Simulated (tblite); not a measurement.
Species: C6H15BNP.
Bonds: C1–C2, C2–C3, C2–P4, P4–C5, P4–C6, P4–B7, B7–C8, C8–N9 (triple). Hydrogens: H10, H11, H12 on C1; H13 on C2; H14, H15, H16 on C3; H17, H18, H19 on C5; H20, H21, H22 on C6; H23, H24 on B7.
Bond orders are those of one Lewis drawing.

Computed with GFN2-xTB (tblite), gas phase: L-BFGS steps from a force-field or distance-geometry start until the largest atomic force falls under 0.01 eV/Å.

At the end of the run (lengths in Å): C2–P4 1.863, P4–B7 1.927, C1–H10 1.089, C5–H19 1.089, C3–H14 1.089, C1–C2 1.525, C6–H21 1.089, P4–B7–C8 98.5°, C5–P4–B7 112.9°, C1–C2–P4 109.2°, C2–P4–C5 103.8°, C1–C2–P4–C5 179°, C2–P4–B7–C8 180°, H23–B7–P4–C2 -63°, H13–C2–C1–H10 -62°.

Question: These geometries were met on the way; a selection of coordinates is given. Order them by energy above the end point, lowest first.
A. C2–P4 1.872, P4–B7 1.888, C1–H10 1.073, C5–H19 1.083, C3–H14 1.076, C1–C2 1.539, C6–H21 1.080, P4–B7–C8 106.3°, C5–P4–B7 108.4°, C1–C2–P4 113.9°, C2–P4–C5 107.3°, C1–C2–P4–C5 -134°, C2–P4–B7–C8 -126°, H23–B7–P4–C2 -5°, H13–C2–C1–H10 -7°
B. C2–P4 1.790, P4–B7 1.873, C1–H10 1.137, C5–H19 1.127, C3–H14 1.126, C1–C2 1.489, C6–H21 1.124, P4–B7–C8 109.3°, C5–P4–B7 105.5°, C1–C2–P4 115.7°, C2–P4–C5 109.2°, C1–C2–P4–C5 -132°, C2–P4–B7–C8 -125°, H23–B7–P4–C2 -4°, H13–C2–C1–H10 -5°
C. C2–P4 1.872, P4–B7 1.934, C1–H10 1.091, C5–H19 1.090, C3–H14 1.088, C1–C2 1.532, C6–H21 1.092, P4–B7–C8 100.9°, C5–P4–B7 114.6°, C1–C2–P4 109.6°, C2–P4–C5 107.6°, C1–C2–P4–C5 -158°, C2–P4–B7–C8 -154°, H23–B7–P4–C2 -38°, H13–C2–C1–H10 -68°
D. C2–P4 1.893, P4–B7 1.963, C1–H10 1.087, C5–H19 1.089, C3–H14 1.091, C1–C2 1.533, C6–H21 1.088, P4–B7–C8 102.3°, C5–P4–B7 112.0°, C1–C2–P4 110.7°, C2–P4–C5 105.9°, C1–C2–P4–C5 -140°, C2–P4–B7–C8 -126°, H23–B7–P4–C2 -9°, H13–C2–C1–H10 -15°
E. C2–P4 1.886, P4–B7 1.956, C1–H10 1.090, C5–H19 1.090, C3–H14 1.089, C1–C2 1.528, C6–H21 1.089, P4–B7–C8 104.1°, C5–P4–B7 113.8°, C1–C2–P4 109.9°, C2–P4–C5 107.3°, C1–C2–P4–C5 -145°, C2–P4–B7–C8 -133°, H23–B7–P4–C2 -13°, H13–C2–C1–H10 -49°

Answer: C (0.147 eV), E (0.246 eV), D (0.400 eV), A (0.650 eV), B (1.114 eV).

```tsv
step	E above end (eV)	rms distance from the end, all atoms (Å)	largest force (eV/Å)	rms shift of all bonds from the end (Å)
84	0.147	0.507	0.206	0.004
45	0.246	0.817	0.179	0.008
16	0.400	0.949	0.222	0.010
3	0.650	0.974	0.607	0.012
0	1.114	0.976	2.564	0.030
```

Rows stand in the order of the answer.
